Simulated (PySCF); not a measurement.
Computed shifts of a molecule C₂H₃BF₂O, PBE/pcSseg-1 run with PySCF, GIAO, gas phase, equivalent atoms averaged, in ppm (number of nuclei): ¹³C: 227.0 (1), 43.0 (1). ¹⁹F: -105.1 (1), -107.7 (1). ¹H: 2.78 (3). References: ¹³C against TMS (σ = 182.0 ppm); ¹⁷O against H2O (σ = 334.3 ppm); ¹¹B against BF3 (σ = 83.9 ppm); ¹⁹F against CFCl3 (σ = 133.6 ppm); ¹H against TMS (σ = 31.49 ppm), references at their B3LYP-D3(BJ)/def2-TZVP geometries, non-relativistic. The structure is a stationary point at ωB97X-D3(BJ)/def2-SVP. Other conformers were not sampled.

Task: Which structure fits?
(A) C=COB(F)F
(B) OB(F)/C=C/F
(C) CC(=O)B(F)F
(D) O=CCB(F)F

Result: C, CC(=O)B(F)F
